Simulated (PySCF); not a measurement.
Computed data sheet: trimethylborane, `CB(C)C`

Compound: trimethylborane, C3H9B.
Atom-mapped SMILES: `[CH3:1][B:2]([CH3:3])[CH3:4]` (hydrogens: H5, H6, H7 on C1; H8, H9, H10 on C3; H11, H12, H13 on C4)

Some functional groups and rings: three-coordinate boron.

PBE0-D3(BJ)/def2-SVP geometry optimisation, gas phase (PySCF):

```
Rotational constants A, B, C : 7.315, 7.245, 3.900 GHz
```

From CAM-B3LYP/def2-SVPD ground state, ΔSCF and vertical TDDFT (core frozen in the response) (PySCF):

```
Dipole moment                                                     : 0.03 D
HOMO energy                                                       : -9.97 eV
LUMO energy                                                       : 0.91 eV
HOMO–LUMO gap                                                     : 10.88 eV
Lowest singlet excitation                                         : 6.59 eV (188 nm, f = 0.001 summed over 2 states within 0.01 eV)
Lowest triplet excitation (Tamm–Dancoff)                          : 6.07 eV
Static isotropic polarisability                                   : 53.3 au
Vertical ionisation energy                                        : 10.85 eV
Electronic spatial extent ⟨r²⟩ about the centre of nuclear charge : 383 bohr²
```

From HF/pcSseg-2 ground state and GIAO shieldings, non-relativistic (PySCF):

```
13C chemical shifts (computed TMS as zero) by class         : 14.3 (C1/C3/C4) ppm
1H chemical shifts (computed TMS as zero) by class          : 0.74 (H5/H6/H7/H8/H9/H10/H11/H12/H13) ppm
Isotropic shieldings of nuclei other than C and H, by class : 32 (B2) ppm
```

B3LYP/pcJ-1 indirect spin-spin coupling, non-relativistic, gas phase; spin–dipole term left out for some pairs (PySCF):

```
Largest of the computed one-bond spin–spin couplings (means over like bonds) : 13C–1H +123.1 (C1–H5 and 8 like it), 13C–11B +50.4 (C1–B2 and 2 like it) Hz
```

From delta-SCF UKS SCAN, pcX-2 on the ionised atom, pcseg-1 elsewhere, spin-free X2C (PySCF):

```
Core binding energies : B1s 195.5 (B2), C1s 289.9 (C1/C3/C4) eV
```

Monoisotopic mass (most abundant isotopes): 56.0797 u.

S1 lies 4.29 eV below the HOMO–LUMO gap. The ΔSCF ionisation energy exceeds −ε(HOMO) by 0.88 eV with CAM-B3LYP. In wavenumbers S1 is 53200 cm⁻¹ (1 eV = 8065.54 cm⁻¹). The vertical singlet–triplet gap S1 − T1 is 0.52 eV (TDDFT singlet less Tamm–Dancoff triplet). The rotational constants are those of a nearly oblate symmetric top. The principal polarisabilities are 45.7, 56.9 and 57.2 au; their mean is the isotropic value.

 NMR classes are plain means over equivalent atoms (diastereotopic ones count apart unless rotation or inversion swaps them), as if these changed places fast; in this geometry the members of some classes differ.

For the TDDFT job (CAM-B3LYP/def2-SVPD), the run took 66 s on one thread, x86-64 server (shared host).
